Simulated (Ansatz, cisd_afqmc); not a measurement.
Species: GeCl₃, charge 0, doublet. GeCl3 (SMILES [Cl][Ge]([Cl])[Cl], doublet).
B3LYP-D3(BJ)/def2-TZVP minimum from Ansatz (a quantum-chemistry and plane-wave program):
```
Ge
Cl 1 2.1745
Cl 1 2.1745 2 108.54
Cl 1 2.1745 2 108.54 3 117.80
```
Charge 0, spin multiplicity 2.

Total energies in def2-TZVPP, 25 correlated electrons, 29 frozen orbitals. Open shells are spin-unrestricted; no spin-orbit coupling. Cores are frozen in correlated methods (noble-gas shells, and filled d and f shells in the p block). No relativity. AFQMC/CISD: phaseless, guided by CISD from CCSD amplitudes; bars are statistical, one sigma. Outlying blocks are dropped, and bars are widened where a walk drifts. Over all cases where full CI ran beside it in this data, AFQMC minus full CI had a median of +0.1 mEh and passed +0.4 mEh in a tenth of the cases.

```tsv
method	program	energy (Eh)	minus AFQMC/CISD (mEh)
HF	Ansatz	-3454.01787	736.3 ± 0.4
MP2	Ansatz	-3454.66935	84.8 ± 0.4
CCSD	Ansatz	-3454.71865	35.5 ± 0.4
CCSD(T)	Ansatz	-3454.75074	3.4 ± 0.4
AFQMC/CISD	cisd_afqmc	-3454.7541 ± 0.0004	0.0
```
